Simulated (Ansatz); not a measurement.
Geometry optimisation, Ansatz 0.2.0, RKS B3LYP-D4/6-31G*.

The input (input.yaml):

```yaml
crystal:
  periodic: [false, false, false]
  atoms:
    - { symbol: B, position_ang: [0.0, 0.0, 0.0] }
    - { symbol: H, position_ang: [0.0, 0.0, 1.54] }
    - { symbol: C, position_ang: [1.3856, 0.0, -0.8] }
    - { symbol: H, position_ang: [1.7152, -1.0462, -0.9702] }
    - { symbol: H, position_ang: [1.2491, 0.508, -1.7774] }
    - { symbol: H, position_ang: [2.1552, 0.5381, -0.2082] }
    - { symbol: C, position_ang: [-1.3856, 0.0, -0.8] }
    - { symbol: H, position_ang: [-1.9458, -0.9305, -0.5708] }
    - { symbol: H, position_ang: [-1.9898, 0.8797, -0.4946] }
    - { symbol: H, position_ang: [-1.1839, 0.0508, -1.8903] }
    - { symbol: "N", position_ang: [0.0829, 1.7537, 0.5833] }
    - { symbol: H, position_ang: [0.4765, 1.9752, 1.5423] }
    - { symbol: H, position_ang: [-0.2631, 2.537, -0.0414] }
    - { symbol: H, position_ang: [0.0424, 0.8968, 1.5631] }
basis:
  gaussian: { orbitals: "6-31G*" }
hamiltonian:
  xc: b3lyp
  dispersion: d4
relax:
  f_tol: 0.15
  max_steps: 25
  restrain:
    - { distance: [0, 10], at: 1.55, k: 30.0 }
    - { distance: [13, 1], at: 0.66, k: 30.0 }
    - { distance: [0, 1], at: 2.39, k: 30.0 }
    - { distance: [13, 10], at: 2.26, k: 30.0 }
```

Launched with:

```bash
$ ansatz run input.yaml --threads 1 --pin off --max-ram 2048MiB --backend cpu --events-out ev --progress --plain --runs-dir out
```

Where does it end, and by what steps?

The run converged. The restraints hold the end off the free minimum. After 12 steps the energy has fallen by 5.200 eV (the restraints' own energy left out); H12 moved furthest, 1.09 Å.

| step | energy less start (eV) | largest force component (eV/Å) | accepted |
| --- | --- | --- | --- |
| 0 | 0.0000 | 4.850 | yes |
| 1 | -1.2044 | 5.803 | yes |
| 2 | -2.2924 | 4.642 | yes |
| 3 | -3.4742 | 3.408 | yes |
| 4 | -4.2046 | 1.948 | yes |
| 5 | -4.5942 | 1.979 | yes |
| 6 | -4.8826 | 2.144 | yes |
| 7 | -5.0511 | 1.952 | yes |
| 8 | -5.1779 | 2.056 | yes |
| 9 | -5.1899 | 2.249 | yes |
| 10 | -5.1999 | 2.213 | yes |
| 11 | -5.2126 | 2.141 | no |
| 12 | -5.1997 | 2.177 | yes |

```xyz
14
Properties=species:S:1:pos:R:3
B 0.037 0.735 -0.365
H -0.081 -0.494 1.700
C 1.410 0.032 -0.714
H 1.367 -1.051 -0.533
H 1.623 0.150 -1.787
H 2.271 0.432 -0.165
C -1.352 0.158 -0.856
H -1.526 -0.843 -0.437
H -2.215 0.783 -0.596
H -1.350 0.030 -1.947
N 0.058 2.011 0.376
H 0.915 2.459 0.671
H -0.775 2.549 0.567
H -0.044 0.211 1.760
```

Run time: 54 s on 1 thread of Arm Neoverse V1 (shared host), peak memory 0.16 GiB.
